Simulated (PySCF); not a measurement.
Mg(SeH)(GeH3) (GeH4MgSe), SMILES [GeH3][Mg][SeH].

Coordinates come from a PBE-D3(BJ)/def2-SVP optimisation. The structure was generated by enumeration; whether it is a known compound was not checked. Other conformers were not sampled.

Computed with C-PCM-B3LYP/def2-SVP in PySCF 2.14.0.

The values are the electrostatic part of the solvation free energy, E(continuum) − E(gas) at the gas-phase geometry, in a cavity of scaled van der Waals radii (PySCF's table); cavitation and dispersion terms are not included. A continuum can't describe solvent molecules that bind to the metal. In vacuum the orbital gap is 5.01 eV. The dipole moment in vacuum is 0.49 D.

Computed values in water (ε = 78.36), 1-octanol (ε = 9.86), acetone (ε = 20.49):
| solvent | ε | ΔG(elec) (kcal/mol) | dipole (D) | gap (eV) |
|---|---|---|---|---|
| water | 78.36 | -11.8 | 0.71 | 5.55 |
| 1-octanol | 9.86 | -10.5 | 0.68 | 5.49 |
| acetone | 20.49 | -11.3 | 0.69 | 5.53 |
